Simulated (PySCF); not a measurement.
**Two-dimensional NMR puzzle**

Compound of formula C8H9F. Correlations simulated from computed shifts and the bond graph:

HSQC (one-bond C–H):
| δH | δC |
| --- | --- |
| 7.02 | 154.1 |
| 6.28 | 143.2 |
| 3.58 | 51.0 |
| 3.09 | 37.4 |
| 2.95 | 31.1 |
| 2.49 | 31.1 |
| 1.97 | 15.7 |

COSY cross peaks (H two or three bonds apart, from the bond graph; peaks can be absent where the dihedral angle is near 90°):
| δH | δH |
| --- | --- |
| 6.28 | 3.09 |
| 3.58 | 3.09 |
| 3.09 | 2.95 |
| 3.09 | 2.49 |
| 2.95 | 2.49 |

HMBC (two and three bonds, from the bond graph):
| δH | δC |
| --- | --- |
| 7.02 | 125.8, 51.0, 31.1 |
| 6.28 | 158.4, 51.0, 37.4, 31.1, 15.7 |
| 3.58 | 158.4, 154.1, 143.2, 125.8, 37.4, 31.1, 15.7 |
| 3.09 | 158.4, 143.2, 125.8, 51.0, 31.1 |
| 2.95 | 154.1, 143.2, 125.8, 51.0, 37.4 |
| 2.49 | 154.1, 143.2, 125.8, 51.0, 37.4 |
| 1.97 | 158.4, 143.2, 51.0 |

Carbons without hydrogens: δ 158.4, 125.8.

Computed data (PySCF 2.14.0 with density-fitted response routines): GIAO PBE0/pcSseg-1 shieldings, GFN2-xTB geometry. In vacuum, one computed conformer, rapidly exchanging positions averaged, relativity neglected.

References, each an isolated molecule treated in the same way: ¹H (31.72 ppm) and ¹³C (186.93 ppm) against TMS.

Exchangeable hydrogens are left out of these lists.

Question: Assemble the structure.

Answer: `CC1=C[C@@H]2C/C(=C\F)[C@H]12`.

Atoms are numbered as in `[CH3:1][C:2]1=[CH:3][C@@H:4]2[CH2:5]/[C:6](=[CH:7]\[F:8])[C@H:9]12`; H(Xn) means a hydrogen on atom n. Ha(C5) is cis to C2 on the ring; Hb(C5) is trans to C2 on the ring.

1. δC 158.4 is C2, a fully substituted alkene carbon.
2. δC 154.1 is C7, an alkene CH (δH 7.02).
3. δC 143.2 is C3, an alkene CH (δH 6.28).
4. δC 125.8 is C6, a fully substituted alkene carbon.
5. δC 51.0 is C9, an allylic sp3 CH (δH 3.58).
6. δC 37.4 is C4, an allylic sp3 CH (δH 3.09).
7. δC 31.1 is C5, an allylic sp3 CH2 (δH 2.95, 2.49).
8. δC 15.7 is C1, an allylic methyl carbon (δH 1.97).
9. HMBC from δH 7.02 reaches the proton-free carbon C6.
10. HMBC from δH 6.28 reaches the proton-free carbon C2.
11. HMBC from δH 3.58 reaches the proton-free carbons C2, C6.
12. HMBC from δH 3.09 reaches the proton-free carbons C2, C6.
13. COSY links 6.28–3.09, 3.58–3.09, 3.09–2.95, 3.09–2.49, 2.95–2.49.

The shifts were computed for this structure.

Shifts are as computed. Against solution values, carbons near 30 ppm lie about +3 ppm off and those near 130 ppm about +5 ppm. Of 1309 compounds with measured shifts, 239 miss one by over three times the rms of a fit or turn the order of signals round; such compounds aren't used in these exercises.
